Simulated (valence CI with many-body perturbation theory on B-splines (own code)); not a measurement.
Ta33+: E2, M1 decay

Method: valence CI with perturbative core correlation (CI+MBPT): four valence electrons over a frozen Dirac-Fock core [Kr], radial functions for each j: 7 s, 7 p, 8 d, 6 f, 4 g, 1 h, with the one-electron correlation potential Σ1, the two-electron term Σ2, the three-electron term Σ3, Breit, model QED; selected CI, second order for the rest, scaled by the run's own slope (own B-spline code, finite nucleus).

No measured spectrum was set against this ion. As an estimate, large intervals hold to a few tenths of a per cent, small ones and those within an open d or f shell to about a per cent. The list stops below the first excitations out of the core.

Lines 51 to 100 of 120 in falling wavelength, among levels below 122.074 eV, chosen from the decays that carry over 1 % of a level's rate. Wavelengths and rates use the calculated energies. Electric multipoles are in the length gauge, E1 and E2 with the static RPA response of the core. Weak lines are less certain than strong ones. Lines between different terms over intervals too small for the method are left out, as are lines whose strength nearly cancels. The highest levels of a list are the least certain. Branching is blank where the lifetime is uncertain.

Levels are named by their leading jj configuration (3d3/2^4 stands for four electrons in 3d with j = 3/2), which in mixed levels can hold well under half, so a name can repeat and another be missing. Letters in brackets count levels of one name in rising energy.

| λ vac (nm) | Upper | Lower | Type | A (s⁻¹) | Branch % |
| --- | --- | --- | --- | --- | --- |
| 73.89 | (4d3/2^2 4d5/2^2) J=3 [b] | (4d3/2^3 4d5/2) J=3 | M1 | 4.19e+03 |  |
| 73.88 | (4d3/2 4d5/2^3) J=4 [a] | (4d3/2^2 4d5/2^2) J=3 [a] | M1 | 2.06e+04 | 25.1 |
| 73.55 | (4d3/2 4d5/2^3) J=2 [a] | (4d3/2^2 4d5/2^2) J=2 [b] | M1 | 1.84e+04 | 22.0 |
| 73.44 | (4d3/2^2 4d5/2^2) J=4 [b] | (4d3/2^3 4d5/2) J=3 | M1 | 7.19e+03 | 89.5 |
| 73.36 | (4d3/2 4d5/2^3) J=3 [a] | (4d3/2^2 4d5/2^2) J=3 [a] | M1 | 3.56e+04 | 36.8 |
| 71.80 | (4d3/2 4d5/2^3) J=5 | (4d3/2^2 4d5/2^2) J=5 | M1 | 1.32e+04 | 28.5 |
| 71.63 | (4d3/2^2 4d5/2^2) J=2 [b] | (4d3/2^3 4d5/2) J=3 | M1 | 1.46e+02 | 1.3 |
| 71.60 | (4d3/2 4d5/2^3) J=4 [a] | (4d3/2^2 4d5/2^2) J=4 [a] | M1 | 5.71e+04 | 69.6 |
| 71.31 | (4d3/2 4d5/2^3) J=2 [a] | (4d3/2^2 4d5/2^2) J=3 [b] | M1 | 2.37e+04 | 28.3 |
| 71.15 | (4d3/2 4d5/2^3) J=4 [b] | (4d3/2^2 4d5/2^2) J=4 [c] | M1 | 1.75e+04 | 25.8 |
| 71.05 | (4d3/2^2 4d5/2^2) J=2 [a] | (4d3/2^3 4d5/2) J=1 | M1 | 5.17e+04 | 81.6 |
| 70.46 | (4d3/2 4d5/2^3) J=3 [b] | (4d3/2^2 4d5/2^2) J=2 [b] | M1 | 1.06e+04 | 17.6 |
| 70.38 | (4d5/2^4) J=4 | (4d3/2 4d5/2^3) J=5 | M1 | 1.67e+04 | 12.4 |
| 69.67 | (4d3/2 4d5/2^3) J=6 | (4d3/2^2 4d5/2^2) J=5 | M1 | 2.24e+04 | 54.9 |
| 69.42 | (4d3/2 4d5/2^3) J=3 [a] | (4d3/2^2 4d5/2^2) J=2 [a] | M1 | 5.30e+04 | 54.8 |
| 68.79 | (4d3/2 4d5/2^3) J=3 [b] | (4d3/2^2 4d5/2^2) J=4 [b] | M1 | 7.78e+03 | 12.9 |
| 68.68 | (4d3/2 4d5/2^3) J=1 [b] | (4d3/2^2 4d5/2^2) J=2 [c] | M1 | 2.10e+04 | 27.7 |
| 68.63 | (4d3/2 4d5/2^3) J=3 [c] | (4d3/2^2 4d5/2^2) J=2 [c] | M1 | 1.46e+04 | 29.6 |
| 68.49 | (4d3/2^3 4d5/2) J=2 | (4d3/2^4) J=0 | E2 | 1.74e+01 | 1.3 |
| 68.40 | (4d3/2 4d5/2^3) J=3 [b] | (4d3/2^2 4d5/2^2) J=3 [b] | M1 | 2.25e+04 | 37.3 |
| 68.05 | (4d3/2^2 4d5/2^2) J=3 [b] | (4d3/2^3 4d5/2) J=2 | M1 | 1.06e+03 |  |
| 67.74 | (4d3/2^2 4d5/2^2) J=3 [b] | (4d3/2^3 4d5/2) J=4 | M1 | 2.10e+04 |  |
| 67.36 | (4d3/2^2 4d5/2^2) J=4 [b] | (4d3/2^3 4d5/2) J=4 | M1 | 2.89e+02 | 3.6 |
| 66.37 | (4d5/2^4) J=2 | (4d3/2 4d5/2^3) J=2 [a] | M1 | 3.45e+04 | 24.8 |
| 66.13 | (4d3/2^2 4d5/2^2) J=2 [b] | (4d3/2^3 4d5/2) J=2 | M1 | 7.72e+03 | 68.7 |
| 64.89 | (4d3/2 4d5/2^3) J=2 [a] | (4d3/2^2 4d5/2^2) J=1 | M1 | 1.20e+04 | 14.4 |
| 63.08 | (4d3/2 4d5/2^3) J=5 | (4d3/2^2 4d5/2^2) J=4 [a] | M1 | 7.45e+03 | 16.1 |
| 63.00 | (4d3/2 4d5/2^3) J=1 [a] | (4d3/2^2 4d5/2^2) J=2 [a] | M1 | 4.81e+04 | 38.1 |
| 62.50 | (4d5/2^4) J=4 | (4d3/2 4d5/2^3) J=3 [a] | M1 | 4.29e+04 | 31.8 |
| 62.16 | (4d3/2 4d5/2^3) J=2 [b] | (4d3/2^2 4d5/2^2) J=2 [c] | M1 | 2.17e+04 | 38.3 |
| 62.13 | (4d5/2^4) J=4 | (4d3/2 4d5/2^3) J=4 [a] | M1 | 6.26e+04 | 46.4 |
| 60.70 | (4d3/2 4d5/2^3) J=1 [a] | (4d3/2^2 4d5/2^2) J=0 [a] | M1 | 4.69e+04 | 37.1 |
| 56.57 | (4d3/2^2 4d5/2^2) J=2 [c] | (4d3/2^3 4d5/2) J=3 | M1 | 4.54e+04 | 75.2 |
| 56.19 | (4d5/2^4) J=2 | (4d3/2 4d5/2^3) J=1 [a] | M1 | 5.00e+04 | 35.9 |
| 56.09 | (4d3/2 4d5/2^3) J=2 [a] | (4d3/2^2 4d5/2^2) J=3 [a] | M1 | 2.36e+04 | 28.2 |
| 54.71 | (4d3/2 4d5/2^3) J=1 [b] | (4d3/2^2 4d5/2^2) J=2 [b] | M1 | 1.70e+03 | 2.2 |
| 54.27 | (4d3/2 4d5/2^3) J=3 [b] | (4d3/2^2 4d5/2^2) J=3 [a] | M1 | 7.03e+03 | 11.6 |
| 53.67 | (4d3/2 4d5/2^3) J=3 [c] | (4d3/2^2 4d5/2^2) J=4 [b] | M1 | 2.33e+03 | 4.7 |
| 53.28 | (4d3/2^2 4d5/2^2) J=4 [c] | (4d3/2^3 4d5/2) J=3 | M1 | 1.44e+04 | 70.0 |
| 53.08 | (4d3/2^2 4d5/2^2) J=2 [c] | (4d3/2^3 4d5/2) J=2 | M1 | 1.33e+04 | 22.0 |
| 53.03 | (4d3/2 4d5/2^3) J=3 [b] | (4d3/2^2 4d5/2^2) J=4 [a] | M1 | 8.35e+03 | 13.8 |
| 52.74 | (4d3/2 4d5/2^3) J=0 | (4d3/2^2 4d5/2^2) J=1 | M1 | 3.13e+04 |  |
| 52.41 | (4d3/2^2 4d5/2^2) J=2 [b] | (4d3/2^3 4d5/2) J=1 | M1 | 2.51e+03 | 22.4 |
| 52.08 | (4d3/2 4d5/2^3) J=3 [b] | (4d3/2^2 4d5/2^2) J=2 [a] | M1 | 1.49e+03 | 2.5 |
| 51.91 | (4d5/2^4) J=2 | (4d3/2 4d5/2^3) J=3 [a] | M1 | 3.53e+04 | 25.3 |
| 51.84 | (4d3/2 4d5/2^3) J=4 [b] | (4d3/2^2 4d5/2^2) J=3 [b] | M1 | 1.71e+04 | 25.3 |
| 50.49 | (4d3/2 4d5/2^3) J=2 [b] | (4d3/2^2 4d5/2^2) J=2 [b] | M1 | 1.92e+03 | 3.4 |
| 49.77 | (4d3/2 4d5/2^3) J=1 [b] | (4d3/2^2 4d5/2^2) J=1 | M1 | 1.07e+04 | 14.1 |
| 49.43 | (4d3/2 4d5/2^3) J=2 [b] | (4d3/2^2 4d5/2^2) J=3 [b] | M1 | 6.14e+03 | 10.8 |
| 48.57 | (4d5/2^4) J=4 | (4d3/2^2 4d5/2^2) J=4 [c] | M1 | 5.81e+03 | 4.3 |
